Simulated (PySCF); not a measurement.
# In: ionisation energy

In [Kr] 4d10 5s2 5p1 (2P) → In+ [Kr] 4d10 5s2 (1S), as a difference of total energies. All numbers are calculated (PySCF 2.14, scalar relativity through the core potential, in def2-SVP with the def2 core potential (28 electrons)). Correlated levels: valence: 4s2 4p6 4d10 frozen. The calculations carry no spin-orbit coupling.

| method | ionisation energy (eV) |
| --- | --- |
| UHF | 5.199 |
| BP86 | 5.713 |
| MP2 (valence) | 5.326 |
| SCS-MP2 (valence) | 5.309 |
| CCSD (valence) | 5.380 |

Q: Estimate what PBE0 gives.

A: 5.610 eV, closest to BP86 among the rows shown.

Q: Estimate what CCSD(T) (valence) gives.

A: 5.391 eV, closest to CCSD (valence) among the rows shown.

Errors of the correlated levels include the incompleteness of this basis and the frozen core.

For comparison: 5.603 eV (measured; NIST levels, between the centres of gravity of the two terms).
